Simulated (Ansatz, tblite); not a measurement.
Removing and adding an electron: `CCC(C)(C)CC(C)(C)C`. Charge 0, multiplicity 1. Geometry: PBE-D4/def2-SVP. Ansatz, gas phase; energy differences of separate SCF runs; the oxidised species was run as a doublet alone; the reduced species was run as a doublet alone.

Cartesian coordinates in Å:
```
C 2.676 -0.091 0.478
C 1.761 0.088 -0.736
C 0.516 -0.833 -0.819
C -0.131 -0.633 -2.206
C 0.961 -2.310 -0.741
C -0.515 -0.634 0.337
C -1.157 0.730 0.742
C -1.708 1.537 -0.448
C -2.342 0.382 1.671
C -0.188 1.621 1.546
H 2.131 0.022 1.436
H 3.160 -1.088 0.487
H 3.488 0.665 0.474
H 1.426 1.145 -0.803
H 2.360 -0.082 -1.659
H -0.335 0.429 -2.435
H 0.544 -1.014 -3.000
H -1.089 -1.188 -2.287
H 0.102 -2.991 -0.912
H 1.727 -2.535 -1.513
H 1.391 -2.566 0.249
H -0.065 -1.050 1.265
H -1.355 -1.325 0.100
H -2.390 0.929 -1.076
H -2.283 2.412 -0.079
H -0.901 1.927 -1.098
H -3.114 -0.207 1.133
H -2.008 -0.219 2.542
H -2.827 1.301 2.060
H 0.207 1.085 2.434
H 0.675 1.964 0.944
H -0.714 2.527 1.912
```

The xTB rows come from tblite.

Q: Estimate orbital energies and vertical ionisation energies and electron affinities at: GFN1-xTB; GFN2-xTB; PBE-D4/def2-TZVP; revPBE-D4/def2-TZVP; PBE0-D4/def2-TZVP.

A: 
```
              level  −HOMO (eV)  vertical IE (eV)  −LUMO (eV)  vertical EA (eV)  HOMO–LUMO gap (eV)  IE − EA (eV)                       remarks
           GFN1-xTB       12.25             14.59        3.79              1.60                8.45         12.98                             –
           GFN2-xTB       10.96             13.22       -0.49             -3.05               11.45         16.27                             –
   PBE-D4/def2-TZVP        6.94              9.34       -0.03             -1.57                6.97         10.91  HOMO above zero (-1 doublet)
revPBE-D4/def2-TZVP        6.89              9.43       -0.17             -1.56                7.06         10.99  HOMO above zero (-1 doublet)
  PBE0-D4/def2-TZVP        8.22              9.83       -0.83             -1.91                9.05         11.74  HOMO above zero (-1 doublet)
```

Relaxing the oxidised species (PBE-D4/def2-SVP) changes its energy by -0.42 eV at PBE-D4/def2-TZVP, so the adiabatic ionisation energy to this nearest minimum is 8.92 eV. At PBE0-D4/def2-TZVP it is 9.29 eV.     A HOMO above zero means that the electron is unbound at that level or that self-interaction error raises the level; the energy of removing that electron tells which. Raw xTB energy differences between charge states are shifted by several eV; the methods need an empirical correction for them. Sets without diffuse functions give affinities that are too small. A negative affinity means that the extra electron isn't bound; its size then hangs on the basis.
